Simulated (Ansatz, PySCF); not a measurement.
W(OH)3(H)3 (H6O3W), SMILES [OH][WH3]([OH])[OH], multiplicity 1. Atoms are numbered in the order given.

```xyz
10

W     -0.3137     0.3964    -0.2303
O     -2.0980    -0.2387    -0.1171
H     -2.4615    -1.0567     0.2446
O     -0.0037     1.9491     0.8151
H      0.5560     2.0959     1.5879
O      0.3123     0.5572    -2.0141
H      1.0114     0.0903    -2.4887
H      0.0986    -1.2363    -0.3914
H     -0.0812    -0.4438     1.2194
H      1.2910     0.0093     0.1393
```
Charge 0, spin multiplicity 1.

The structure is a stationary point at B3LYP-D3(BJ)/def2-SVP. The spin state was assumed, not searched. The structure was generated by enumeration; whether it is a known compound was not checked. The def2 effective core potentials stand for the cores of W; spin–orbit coupling is left out. The values are those of a single conformer.

Two levels are set side by side: PBE-D3(BJ)/def2-SVP (Ansatz, a first-principles code) and B3LYP-D3(BJ)/def2-SVP (Ansatz). Each level has its own optimised geometry; the coordinates shown are those of the second. Frequencies come from the Hessian of PySCF at each geometry. Differences are taken from unrounded values.

| quantity | B3LYP-D3(BJ) |
|---|---|
| mean bond length (Å) | 1.518 |
| bond W1–O2 (Å) | 1.897 |
| bond W1–O4 (Å) | 1.897 |
| bond W1–O6 (Å) | 1.897 |
| bond W1–H8 (Å) | 1.692 |
| bond W1–H9 (Å) | 1.692 |
| bond W1–H10 (Å) | 1.692 |
| bond O2–H3 (Å) | 0.965 |
| bond O4–H5 (Å) | 0.965 |
| bond O6–H7 (Å) | 0.965 |
| highest harmonic wavenumber (cm⁻¹) | 3862 |
| mean harmonic wavenumber (cm⁻¹) | 1216 |
| zero-point energy (kcal/mol) | 41.72 |

Problem. What does PBE-D3(BJ) give, and how far is it from B3LYP-D3(BJ)? (An estimate is asked for; the answer gives what the named calculation found.)

Solution. 
```json
[
 {"quantity": "mean bond length (Å)", "PBE-D3(BJ)": "1.525", "PBE-D3(BJ) minus B3LYP-D3(BJ)": "0.007"},
 {"quantity": "bond W1–O2 (Å)", "PBE-D3(BJ)": "1.904", "PBE-D3(BJ) minus B3LYP-D3(BJ)": "0.006"},
 {"quantity": "bond W1–O4 (Å)", "PBE-D3(BJ)": "1.904", "PBE-D3(BJ) minus B3LYP-D3(BJ)": "0.006"},
 {"quantity": "bond W1–O6 (Å)", "PBE-D3(BJ)": "1.904", "PBE-D3(BJ) minus B3LYP-D3(BJ)": "0.006"},
 {"quantity": "bond W1–H8 (Å)", "PBE-D3(BJ)": "1.698", "PBE-D3(BJ) minus B3LYP-D3(BJ)": "0.007"},
 {"quantity": "bond W1–H9 (Å)", "PBE-D3(BJ)": "1.698", "PBE-D3(BJ) minus B3LYP-D3(BJ)": "0.007"},
 {"quantity": "bond W1–H10 (Å)", "PBE-D3(BJ)": "1.698", "PBE-D3(BJ) minus B3LYP-D3(BJ)": "0.007"},
 {"quantity": "bond O2–H3 (Å)", "PBE-D3(BJ)": "0.974", "PBE-D3(BJ) minus B3LYP-D3(BJ)": "0.008"},
 {"quantity": "bond O4–H5 (Å)", "PBE-D3(BJ)": "0.974", "PBE-D3(BJ) minus B3LYP-D3(BJ)": "0.008"},
 {"quantity": "bond O6–H7 (Å)", "PBE-D3(BJ)": "0.974", "PBE-D3(BJ) minus B3LYP-D3(BJ)": "0.008"},
 {"quantity": "highest harmonic wavenumber (cm⁻¹)", "PBE-D3(BJ)": "3751", "PBE-D3(BJ) minus B3LYP-D3(BJ)": "-111"},
 {"quantity": "mean harmonic wavenumber (cm⁻¹)", "PBE-D3(BJ)": "1185", "PBE-D3(BJ) minus B3LYP-D3(BJ)": "-31"},
 {"quantity": "zero-point energy (kcal/mol)", "PBE-D3(BJ)": "40.64", "PBE-D3(BJ) minus B3LYP-D3(BJ)": "-1.08"}
]
```

GGA bonds tend to be longer and softer than those of functionals with exact exchange. Differences between two approximate levels are no errors against the true value.
